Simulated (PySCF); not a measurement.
**Computed vibrations of [Hg2H5]−**

[Hg2H5]− (singlet). PySCF 2.14.0, RKS B3LYP, Hg def2-SVP with ECP60, H def2-SVP; non-relativistic Hamiltonian with scalar-relativistic core potentials where named; density fitting; no spin-orbit coupling. Central differences of gradients.

```xyz
7

Hg   -0.7835   -0.4994    1.8173
Hg    0.7832    0.4994   -1.8175
H     2.4561    0.2466   -1.6558
H     0.1445    0.0213    0.0694
H    -1.1673   -2.1243    1.4943
H    -0.6850    0.9614    2.6826
H    -0.6930    0.9017   -2.5570
```

Run from Python with OMP_NUM_THREADS=2. Where DIIS fails, smearing, a level shift and second-order steps follow.
It took 2.7 min on 2 threads of Intel(R) Xeon(R) Platinum 8259CL CPU @ 2.50GHz (Skylake/Cascade Lake), on a shared host.

Problem. What are the harmonic wavenumbers and infrared intensities?

Solution. Negative numbers are unstable modes, those under 60 cm⁻¹ near the noise; a finer grid moves soft modes by up to 10 cm⁻¹.
```json
{"cm⁻¹": "-41", "km/mol": "–", "symmetry": ""}
{"cm⁻¹": "47", "km/mol": "0.3", "symmetry": ""}
{"cm⁻¹": "98", "km/mol": "2.2", "symmetry": ""}
{"cm⁻¹": "101", "km/mol": "2.0", "symmetry": ""}
{"cm⁻¹": "408", "km/mol": "1483.2", "symmetry": ""}
{"cm⁻¹": "509", "km/mol": "23.7", "symmetry": ""}
{"cm⁻¹": "520", "km/mol": "22.5", "symmetry": ""}
{"cm⁻¹": "594", "km/mol": "0.4", "symmetry": ""}
{"cm⁻¹": "697", "km/mol": "120.1", "symmetry": ""}
{"cm⁻¹": "700", "km/mol": "120.5", "symmetry": ""}
{"cm⁻¹": "1182", "km/mol": "1851.1", "symmetry": ""}
{"cm⁻¹": "1728", "km/mol": "611.8", "symmetry": ""}
{"cm⁻¹": "1733", "km/mol": "617.2", "symmetry": ""}
{"cm⁻¹": "1813", "km/mol": "23.8", "symmetry": ""}
{"cm⁻¹": "1818", "km/mol": "9.4", "symmetry": ""}
```

Problem. Is this a minimum?

Solution. Probably not: 1 unstable, though so soft as to be near the noise; the lowest moves the atoms so:
```
Hg   0.00  0.00  0.01
Hg   0.00  0.00 -0.01
H    0.01  0.28  0.35
H   -0.28  0.21 -0.06
H   -0.28  0.11 -0.23
H    0.37 -0.19  0.28
H    0.10 -0.35 -0.39
```
